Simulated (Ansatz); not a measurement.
Q: Name a neutral molecule of C, F, Hf, N and H with HOMO–LUMO gap (PBE/def2-TZVPP) between 4.35 and 4.65 eV and HOMO–LUMO gap (PBE0/def2-TZVPP) between 6.05 and 6.35 eV (Ansatz, PBE0-D4/def2-TZVP geometry).

A: `C[N](C)[Hf]([NH2])([NH2])[F]` (4.37 eV, 6.33 eV); `C[N](C)[Hf]([F])([N](C)C)[N](C)C` (4.35 eV, 6.33 eV). Other molecules can fit too; these were computed, each in one conformer that needn't be the lowest.
